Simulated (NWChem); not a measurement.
System: C3H4F2O; SMILES O=CCC(F)F

```xyz
10

O      0.5264    -2.0413    -0.5133
C     -0.2337    -1.7007     0.3514
C     -0.6979    -0.2846     0.5613
C      0.0428     0.7279    -0.2766
F     -0.5840     1.9244    -0.1990
F      1.2949     0.8859     0.2012
H     -0.6741    -2.4477     1.0609
H     -0.6073    -0.0133     1.6266
H     -1.7758    -0.2425     0.3257
H      0.1129     0.4331    -1.3367
```
Atoms are numbered in this order, from 1.

Level: PBE0/def2-SVP (NWChem), optimised geometry, unscaled harmonic frequencies. 

Question: List the harmonic frequencies with IR intensities, and the thermochemistry.

Answer: 
```json
[
 {"frequency (cm⁻¹)": "75", "IR intensity (km/mol)": "7.2"},
 {"frequency (cm⁻¹)": "148", "IR intensity (km/mol)": "1.1"},
 {"frequency (cm⁻¹)": "175", "IR intensity (km/mol)": "7.6"},
 {"frequency (cm⁻¹)": "360", "IR intensity (km/mol)": "0.7"},
 {"frequency (cm⁻¹)": "450", "IR intensity (km/mol)": "22.0"},
 {"frequency (cm⁻¹)": "566", "IR intensity (km/mol)": "3.8"},
 {"frequency (cm⁻¹)": "714", "IR intensity (km/mol)": "20.3"},
 {"frequency (cm⁻¹)": "733", "IR intensity (km/mol)": "3.6"},
 {"frequency (cm⁻¹)": "932", "IR intensity (km/mol)": "10.0"},
 {"frequency (cm⁻¹)": "976", "IR intensity (km/mol)": "26.5"},
 {"frequency (cm⁻¹)": "1119", "IR intensity (km/mol)": "21.4"},
 {"frequency (cm⁻¹)": "1165", "IR intensity (km/mol)": "111.8"},
 {"frequency (cm⁻¹)": "1173", "IR intensity (km/mol)": "97.8"},
 {"frequency (cm⁻¹)": "1237", "IR intensity (km/mol)": "45.6"},
 {"frequency (cm⁻¹)": "1321", "IR intensity (km/mol)": "15.5"},
 {"frequency (cm⁻¹)": "1388", "IR intensity (km/mol)": "44.2"},
 {"frequency (cm⁻¹)": "1414", "IR intensity (km/mol)": "19.7"},
 {"frequency (cm⁻¹)": "1417", "IR intensity (km/mol)": "36.1"},
 {"frequency (cm⁻¹)": "1461", "IR intensity (km/mol)": "80.9"},
 {"frequency (cm⁻¹)": "1889", "IR intensity (km/mol)": "160.0"},
 {"frequency (cm⁻¹)": "2931", "IR intensity (km/mol)": "107.2"},
 {"frequency (cm⁻¹)": "3073", "IR intensity (km/mol)": "1.7"},
 {"frequency (cm⁻¹)": "3117", "IR intensity (km/mol)": "19.5"},
 {"frequency (cm⁻¹)": "3132", "IR intensity (km/mol)": "5.7"}
]
```

```yaml
zero_point_energy: 44.2 kcal/mol
thermal correction to the enthalpy at 298.15 K (with zero-point energy): 48.6 kcal/mol
heat capacity Cv: 19.6 cal/(mol K)
entropy at 298.15 K and 1 atm (symmetry number 1): 78.8 cal/(mol K)
dipole_moment: 2.76 D
```

Rigid rotor and harmonic oscillator; modes under 100 cm⁻¹ make the entropy uncertain.
